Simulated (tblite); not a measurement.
H2Se, charge +1, doublet, geometry from GFN2-xTB (a state made from the parent by changing its charge; the spin is typed, not shown lowest); IPEA1-xTB (tblite 0.6.0).

Input for tblite:
```
$ tblite run mol.xyz --method ipea1 --charge 1 --spin 1 --json tblite.json --no-restart

# file mol.xyz
3

Se    -0.00212003     0.05554000    -0.00139670
H     -1.02654637    -0.98490244     0.01728965
H      1.09862725    -0.90345749     0.03019805
```

Output, abridged:

```
xTB calculator
 | screened Coulomb repulsion
 | Coulomb electrostatics
 |  * isotropic Klopman-Ohno-Mataga-Nishimoto electrostatics
 |  * onsite third-order electrostatics
 | DFT-D3(BJ) dispersion correction

halogen bonding energy    0.0000000000000E+00 Eh
repulsion energy          1.9540387734522E-02 Eh
dispersion energy        -3.2026233191202E-04 Eh
number of electrons       7.0000000000000E+00 e
integral cutoff           4.0000000000000E+01 bohr

------------------------------------------------------------
  cycle        total energy    energy error   density error
------------------------------------------------------------
      1     -4.053389161099  -4.0726093E+00   1.7575215E-01
      2     -4.074033177359  -2.0644016E-02   2.5092128E-02
      3     -4.074742288182  -7.0911082E-04   9.4399994E-03
      4     -4.074744699078  -2.4108958E-06   2.1793707E-04
      5     -4.074744729877  -3.0798275E-08   3.9421677E-05
      6     -4.074744729926  -4.9106497E-11   1.1851091E-06
------------------------------------------------------------

electronic energy        -4.0939648553283E+00 Eh
total energy             -4.0747447299257E+00 Eh

Post processing:
 | Mayer-Wiberg bond orders

[Info] JSON dump of results written to 'tblite.json'
```
